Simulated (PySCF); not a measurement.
## Broadened absorption spectrum of C4H8ClFSi

C₄H₈ClFSi.
SMILES: `C=C[SiH2][C@@H](Cl)CF`

Level of theory: TDDFT PBE0/def2-SVPD, vertical, gas phase, core orbitals frozen in the response (PySCF 2.14.0, density-fitted response routines). Geometry: GFN2-xTB, one conformer, isolated molecule. Torsions of this conformer, `[CH2:1]=[CH:2][SiH2:3][C@@H:4]([Cl:5])[CH2:6][F:7]`: C1–C2–Si3–C4 -107°, C2–Si3–C4–Cl5 -63°, Si3–C4–C6–F7 60°.

Computed states:

```csv
state,E (eV),f
S1,6.33,0.042
S2,6.62,0.018
S3,6.73,0.044
S4,7.15,0.0025
S5,7.24,0.0075
S6,7.26,0.228
S7,7.44,0.040
S8,7.52,0.0053
```

Broadening: Gaussians 0.3 eV wide at half height, area fixed by f = 4.319×10⁻⁹ ∫ε dν̃. The width is an assumption, not a result. The curve ends short of the highest state used, and states not computed would add to its high-energy end.

Question: What does the envelope look like, and where are its maxima?

Answer: 
λ (nm), ε (L mol⁻¹ cm⁻¹) and a bar:
```
    179.2       2026 ############
    180.3       2462 ##############
    181.4       3249 ###################
    182.5       4112 ########################
    183.6       4808 ############################
    184.7       5170 ##############################
    185.8       5140 ##############################
    186.9       4785 ############################
    187.9       4310 #########################
    189.0       3793 ######################
    190.1       3435 ####################
    191.2       3318 ###################
    192.3       3424 ####################
    193.4       3656 #####################
    194.5       3874 ######################
    195.6       3947 #######################
    196.7       3799 ######################
    197.8       3427 ####################
    198.9       2889 #################
    200.0       2274 #############
    201.1       1674 ##########
    202.2       1154 #######
    203.3        746 ####
    204.4        454 ###
    205.5        260 #
    206.5        149 #
    207.6         76 
    208.7         37 
    209.8         17 
    210.9          8
```

Maxima: 195 nm (6.34 eV), ε about 3900, made up of S1 (95%); 185 nm (6.70 eV), ε about 5200, made up of S2 (26%) and S3 (73%) (ε in L mol⁻¹ cm⁻¹; maxima over ε = 5, shares over 10%).

Question: What would ε be at 6.70 eV, the highest of these maxima, with half the width (0.15 eV)?

Answer: About 8580 L mol⁻¹ cm⁻¹ against 5200, a factor of about 1.6; a lone state at its own centre would give exactly 2.

Question: On this curve, what absorbance would a 10⁻⁵ mol/L sample give at 193 nm over a 1 cm path?

Answer: 193 nm is 6.424 eV, where ε is about 3600 L mol⁻¹ cm⁻¹, so A = ε c l ≈ 0.036 (Beer–Lambert, with the gas-phase spectrum and the assumed width).

Question: Coming from long wavelengths, where does ε first pass 100 L mol⁻¹ cm⁻¹?

Answer: At about 207 nm (5.99 eV), 0.34 eV below S1.
